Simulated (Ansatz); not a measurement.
CH4N2S, triplet, at a GFN2-xTB geometry (a higher spin typed on purpose: for a closed-shell molecule this is an excited state); CCSD/6-311G** (Ansatz, a first-principles code).

The Ansatz input:
Ansatz 0.2 input:
```yaml
crystal:
  periodic: [false, false, false]
  atoms:
    - {symbol: N, position_ang: [0.93033464, -1.20982053, -0.35458582]}
    - {symbol: C, position_ang: [0.05236600, -0.37818822, 0.34583394]}
    - {symbol: N, position_ang: [-1.23947317, -0.86953569, 0.47788102]}
    - {symbol: S, position_ang: [0.17134590, 1.34939984, -0.18509651]}
    - {symbol: H, position_ang: [0.71594256, -2.19349212, -0.28478212]}
    - {symbol: H, position_ang: [1.90507197, -0.99730319, -0.20334094]}
    - {symbol: H, position_ang: [-1.61900652, -1.39408366, -0.30843586]}
    - {symbol: H, position_ang: [-1.89376878, -0.18089557, 0.82003297]}
basis:
  gaussian:
    orbitals: 6-311G__.json
magnetization: {spin_polarized: true, initial_magnetization: 2}
correlation: {method: ccsd, diis_vectors: 4}
```
The basis file holds 6-311G** in the JSON format of the Basis Set Exchange.

What the program printed (banner, timings and long lists left out):

```
Functional definition: HF
836 factors; integrals over basis functions are off by at most 1.4e-3 eV
mean field evaluation 1: about -14870.3216 eV, gradient 2.3e1 eV
mean field evaluation 2: about -14870.3272 eV, gradient 2.3e1 eV
mean field evaluation 4: about -14873.3910 eV, gradient 3.5e0 eV
mean field evaluation 8: about -14873.5724 eV, gradient 3.4e-1 eV
mean field evaluation 16: about -14873.5847 eV, gradient 5.5e-5 eV
mean field evaluation 32: about -14873.5768 eV, gradient 4.4e-2 eV
mean field evaluation 64: about -14873.5387 eV, gradient 8.6e-2 eV
mean field evaluation 96: about -14873.5233 eV, gradient 1.6e-3 eV
mean field evaluation 128: about -14873.5339 eV, gradient 5.0e-2 eV
mean field evaluation 160: about -14873.5847 eV, gradient 3.5e-3 eV
mean field evaluation 192: about -14870.1116 eV, gradient 2.6e-1 eV
mean field evaluation 224: about -14869.9405 eV, gradient 2.8e0 eV
mean field -14873.58466774 eV, -546.5941548616 hartree, gradient 3.2e-6 eV, S^2 2.017693; 6 other end points of the search recorded, 0 dependent functions left out
determinant -14873.58466774 eV, -546.5941548616 hartree, with singles and doubles -14890.77129293 eV, -547.2257516877 hartree
determinant -14873.52329822 eV, -546.5918995734 hartree, with singles and doubles -14890.72609037 eV, -547.2240905246 hartree
determinant -14873.58466774 eV, -546.5941548616 hartree, with singles and doubles -14890.76311221 eV, -547.2254510518 hartree
determinant -14873.52329822 eV, -546.5918995734 hartree, with singles and doubles -14890.70300742 eV, -547.2232422416 hartree
8 core orbitals not correlated
reference -14873.58466774 eV, -546.5941548616 hartree; 13, 11 occupied and 84, 86 virtual orbitals, 836 factors
second order -16.06866553 eV of doubles, -0.00000000 eV of singles
cycle   1  -17.17844496 eV  change   -5.0e-7 eV  update   4.1e-6
Total energy: -14890.76311270 eV, -547.2254510700 hartree
```
